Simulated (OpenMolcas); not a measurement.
## Cu6+: effect of the basis set

- Program: OpenMolcas
- Method: MS-CASPT2, IPEA 0.25 Eh, imaginary shift 0.1 Eh (closed shells correlated: 3s 3p)
- Active space: 5 electrons in 10 orbitals (3d 4d)
- State averaging: 2S+1 = 6 even, 1 root; 2S+1 = 4 even, 24 roots; 2S+1 = 2 even, 52 roots
- Spin-orbit coupling: state interaction with AMFI integrals over the reference wave functions, term energies averaged over their components

A. ANO-RCC-VTZP [6s5p3d2f1g], DKH2, point nucleus; CASPT2 step roughly 20 core-minutes
B. ANO-R2 [6s4p4d2f1g], X2C, finite nucleus; CASPT2 step about 19 core-minutes
C. ANO-RCC-VQZP [7s6p4d3f2g1h], DKH2, point nucleus; CASPT2 step roughly 19 core-minutes

Energies in cm⁻¹ above 3d⁵ ⁶S_5/2, the measured ground level; measured values from the list in Gamrath, thesis, University of Mons (2023).

```json
{"Level": "3d⁵ ⁶S_5/2", "A": "0.0", "B": "0.0", "C": "0.0", "Measured": "0.0"}
{"Level": "3d⁵ ⁴G_5/2", "A": "47810", "B": "48310", "C": "47810", "Measured": ""}
{"Level": "3d⁵ ⁴G_7/2", "A": "47960", "B": "48450", "C": "47950", "Measured": ""}
{"Level": "3d⁵ ⁴G_11/2", "A": "48060", "B": "48540", "C": "48040", "Measured": ""}
{"Level": "3d⁵ ⁴G_9/2", "A": "48070", "B": "48550", "C": "48050", "Measured": ""}
{"Level": "3d⁵ ⁴P_5/2", "A": "52550", "B": "53190", "C": "52630", "Measured": "50732"}
{"Level": "3d⁵ ⁴P_3/2", "A": "52830", "B": "53460", "C": "52900", "Measured": "51067"}
{"Level": "3d⁵ ⁴P_1/2", "A": "53240", "B": "53870", "C": "53300", "Measured": "51407"}
{"Level": "3d⁵ ⁴D_7/2", "A": "57380", "B": "57930", "C": "57410", "Measured": "55742"}
{"Level": "3d⁵ ⁴D_1/2", "A": "57690", "B": "58240", "C": "57710", "Measured": "56210"}
{"Level": "3d⁵ ⁴D_3/2", "A": "58020", "B": "58560", "C": "58030", "Measured": "56428"}
{"Level": "3d⁵ ⁴D_5/2", "A": "58110", "B": "58650", "C": "58120", "Measured": "56427"}
{"Level": "3d⁵ ²I_11/2", "A": "70010", "B": "70720", "C": "69930", "Measured": "67757"}
{"Level": "3d⁵ ²I_13/2", "A": "70350", "B": "71040", "C": "70250", "Measured": "67918"}
{"Level": "3d⁵ ²D_5/2 [65 %]", "A": "73440", "B": "74300", "C": "73480", "Measured": ""}
{"Level": "3d⁵ ²D_3/2", "A": "74750", "B": "75580", "C": "74780", "Measured": "72227"}
{"Level": "3d⁵ ²F_7/2(1)", "A": "77100", "B": "77950", "C": "77130", "Measured": "74408"}
{"Level": "3d⁵ ⁴F_9/2", "A": "78210", "B": "78980", "C": "78360", "Measured": "75930"}
{"Level": "3d⁵ ⁴F_5/2", "A": "78220", "B": "79010", "C": "78350", "Measured": "76019"}
{"Level": "3d⁵ ⁴F_7/2", "A": "78530", "B": "79310", "C": "78660", "Measured": "76349"}
{"Level": "3d⁵ ⁴F_3/2", "A": "79000", "B": "79760", "C": "79110", "Measured": "76886"}
{"Level": "3d⁵ ²F_5/2(1) [50 %]", "A": "80020", "B": "80810", "C": "79990", "Measured": ""}
{"Level": "3d⁵ ²H_9/2 [67 %]", "A": "83400", "B": "84270", "C": "83430", "Measured": "80717"}
{"Level": "3d⁵ ²H_11/2", "A": "84810", "B": "85680", "C": "84800", "Measured": "81954"}
```

Deviations, from unrounded energies. A percentage is the sum of absolute deviations over the sum of measured energies, with the sign that they share, or ± where signs differ.

```
                        Against measurement  Levels     A     B     C
             mean absolute deviation (cm-1)      17  2100  2800  2200
other terms of the ground configuration (%)      17  +3.2  +4.3  +3.3
```

A, C lie about equally close to measurement and B furthest from it. The largest miss of A in the table is 3d⁵ ²H_11/2, by +2900 cm-1. The ranking rests on the paired levels alone, and a cruder setting can come out closer through cancelling errors.

The two smallest mean deviations differ by little beside CASPT2's spread within terms, so their order carries little weight.

Among A to C the level of the table that moves most is 3d⁵ ²H_11/2, by 890 cm-1 (lowest in C, highest in B). Moves below CASPT2's spread within the term are not significant.

CASPT2 does not keep the components of a term degenerate, so their means are used; among the terms shown or strongly mixed into the levels shown the widest spread is 920 cm-1 (3d⁵ ²I, C). Active for correlation alone: 4d; no level in the range computed is led by a configuration that fills it, so any true level of that kind is missing. Some levels mix across a computed gap that differs much from the measured one, so their mixing is not that of the real levels (holds for A; B). Computed and measured levels are paired by configuration, term and J; levels that our copy of the source lacks, or whose pairing is in doubt (as where it misses far off the trend of its configuration), stay unpaired and out of the deviations. Levels of configurations outside the active space are missing. Levels that lie high or do not pair safely by name in every column are left out.

A share in square brackets marks a mixed level and gives the weight of the term that names it, the lowest over the columns. A number in round brackets counts repeated terms of one configuration in the order of the reference energies.
